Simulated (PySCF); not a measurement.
A structure optimised at PBE0-D3(BJ)/def2-SVP, used in a PySCF frequency run:

```xyz
9

In     0.2319     0.3924     0.0000
Br    -0.3504    -2.0036     0.0000
O      2.1338     0.9741     0.0000
H      2.7314     0.2162     0.0000
O     -1.2404     1.7196     0.0000
C     -1.0113     3.1015     0.0000
H     -0.4594     3.4546    -0.8919
H     -1.9904     3.6115     0.0000
H     -0.4594     3.4546     0.8919
```
Charge 0, spin multiplicity 1.

Task: Write its SMILES, formula and point group.

Result: C[O][In]([OH])[Br], CH4BrInO2, Cs

Task: What are its rotational constants (standard atomic weights)?

Result: 3.6497, 0.91258, 0.73344 GHz
